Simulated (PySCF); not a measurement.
Level of theory: B3LYP-D3(BJ)/def2-TZVP (PySCF 2.14.0). Isolated molecules, 0 K electronic values unless said otherwise. B3LYP has the VWN-RPA correlation part, as in Gaussian. 

Reference species (SMILES): `C1=C[SiH2]1` (neutral, multiplicity 1).

* **HOMO–LUMO gap**: 6.80 eV
* **dipole moment**: 0.37 D
* **LUMO**: -0.46 eV

Changed species: `C#C[SiH3]`.

Task: Give the shifts of the HOMO–LUMO gap, dipole moment and LUMO.

Result: the HOMO–LUMO gap rises by 0.98 eV, to 7.78 eV; the dipole moment stays essentially unchanged; the LUMO increases by 0.17 eV, to -0.29 eV.
